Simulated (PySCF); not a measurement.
**Energy of La²⁺ (lanthanum, charge +2) between two integer charges**

The 5d alpha orbital of [Xe] 5d1 is emptied in steps (occupation f), with all orbitals relaxed, ending at [Xe]. Computed with PySCF 2.14 in def2-SVP with the def2 core potential (46 electrons), with a scalar-relativistic core potential. The exact energy is a straight line in f; departures are measured from the line between the end points of the same method.

| f | BLYP (eV) |
| --- | --- |
| 1 | 0.000 |
| 0.9 | -0.359 |
| 0.7 | -0.836 |
| 0.5 | -0.994 |
| 0.3 | -0.833 |
| 0.1 | -0.355 |
| 0 | 0.000 |

```csv
method,E(f=0) − E(f=1) (eV),−ε at f=1 (eV),−ε at f=0.5 (eV)
BLYP,18.969,14.985,18.981
```

Orbital energy along the path (eV):

```json
{"f": "1", "BLYP": "-14.985"}
{"f": "0.9", "BLYP": "-15.781"}
{"f": "0.7", "BLYP": "-17.380"}
{"f": "0.5", "BLYP": "-18.981"}
{"f": "0.3", "BLYP": "-20.570"}
{"f": "0.1", "BLYP": "-22.136"}
{"f": "0", "BLYP": "-22.906"}
```

Reference removal energy between the ground levels: 19.177 eV (measured; NIST Atomic Spectra Database, ionization energies). The calculation has no spin-orbit coupling.
